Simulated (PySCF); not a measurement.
Species: (ClGe)4Se6 adamantane, Cl4Ge4Se6.
Bonds: Ge1–Cl2, Ge1–Se3, Ge1–Se9, Ge1–Se13, Se3–Ge4, Ge4–Cl5, Ge4–Se6, Ge4–Se14, Se6–Ge7, Ge7–Cl8, Ge7–Se9, Ge7–Se10, Se10–Ge11, Ge11–Cl12, Ge11–Se13, Ge11–Se14.

Method used: PySCF, PBE0-D3(BJ)/def2-SVP geometry optimisation, gas phase.

(1) Give the optimised bond lengths and angles.

Answers

(1) 
```csv
bond,length (Å)
Ge1–Cl2 and 3 like bonds,2.149
Ge1–Se3 and 10 like bonds,2.351
Ge1–Se13,2.358
```

Bonds in one row agree within 0.01 Å and their mean is given. A selection of angles:
```csv
angle,degrees
Cl2–Ge1–Se3,103.0
Se3–Ge1–Se9,114.2
Se3–Ge1–Se13,114.8
Ge1–Se3–Ge4,98.5
Ge4–Se6–Ge7,97.8
```

Dihedral angles: Cl2–Ge1–Se3–Ge4 179° (antiperiplanar); Cl2–Ge1–Se9–Ge7 -179° (antiperiplanar); Cl2–Ge1–Se13–Ge11 178° (antiperiplanar); Ge1–Se3–Ge4–Cl5 -179° (antiperiplanar); Se3–Ge4–Se6–Ge7 67° (synclinal); Se3–Ge4–Se14–Ge11 -67° (synclinal); Ge4–Se6–Ge7–Cl8 180° (antiperiplanar); Se6–Ge7–Se9–Ge1 69° (synclinal); Se6–Ge7–Se10–Ge11 -68° (synclinal); Ge7–Se10–Ge11–Cl12 179° (antiperiplanar); Se10–Ge11–Se13–Ge1 69° (synclinal); Se10–Ge11–Se14–Ge4 -68° (synclinal).

Ge1 (germanium bonded to Cl and 3 Se) is distorted tetrahedral (angles from 103.0° to 114.8°). Se3 (selenium bonded to 2 Ge) is bent (angle 98.5°). All 4 Cl–Ge bonds measure 2.147 to 2.150 Å.

Stationary, but not proved a minimum. One conformer, not necessarily the lowest.

Hardware: an Intel Xeon 6975P-C with 2 threads, on a shared host. Cost: 23 min wall, 45 min CPU, 6.2 GiB resident at most. This is the geometry optimisation.
